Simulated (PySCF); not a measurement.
Bi(Me)2(OH) (C2H7BiO), SMILES [CH3][Bi]([CH3])[OH].

Geometry optimised at PBE-D3(BJ)/def2-SVP. The structure was generated by enumeration; whether it is a known compound was not checked. The def2 effective core potentials stand for the cores of Bi; spin–orbit coupling is left out. Other conformers were not sampled.

All values below come from PBE/def2-TZVP in PySCF.

Computed frontier levels, gap, dipole moment and polarisability:
| Property | Result |
|---|---|
| highest occupied level | -6.00 eV |
| lowest empty level | -1.56 eV |
| orbital gap | 4.44 eV |
| dipole moment | 2.27 D |
| quadrupole, principal values (traceless, Buckingham form, about the centre of nuclear charge) | -6.86, 0.76, 6.10 D·Å |
| mean static polarisability | 79.8 bohr³ (11.83 Å³) |
| polarisability, principal values | 70.6, 82.4, 86.4 bohr³ |
